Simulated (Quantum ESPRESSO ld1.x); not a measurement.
All-electron atom: O2+ in [He] 2s2 2p2.

Method: scalar-relativistic Kohn-Sham, LDA (Slater exchange, Perdew-Zunger correlation), spin-polarised, spherical densities, point nucleus; open shells are filled with parallel spins first; computed with ld1.x of Quantum ESPRESSO 7.5.

Energy parts (hartree):
| part | energy |
|---|---|
| total | -72.7589 |
| kinetic | 72.5879 |
| electron-nucleus | -165.2359 |
| Hartree | 26.7555 |
| exchange-correlation | -6.8664 |

Orbitals (lengths in bohr, moments of r in powers of bohr; <r^-3> diverges for s and p1/2; r(90%) holds 90 % of the orbital's charge):
| orbital | occ. | eigenvalue (hartree) | r(90%) | <r^-3> | <r^2> |
|---|---|---|---|---|---|
| 1s up | 1 | -20.3680 | 0.360 | - | 0.05447 |
| 1s down | 1 | -20.2951 | 0.358 | - | 0.05405 |
| 2s up | 1 | -2.19159 | 1.61 | - | 1.248 |
| 2s down | 1 | -2.03350 | 1.65 | - | 1.314 |
| 2p up | 2 | -1.65623 | 1.64 | 7.431 | 1.211 |
| 2p down | 0 | -1.48907 | 1.72 | 6.960 | 1.326 |

The highest occupied level is 2p up at -45.068 eV. Spin moment in Bohr magnetons: 2. Summed over all electrons, <r^2> = 5.094 bohr^2, which gives a Langevin (diamagnetic) susceptibility term of -4.03 x 10^-6 cm^3/mol.
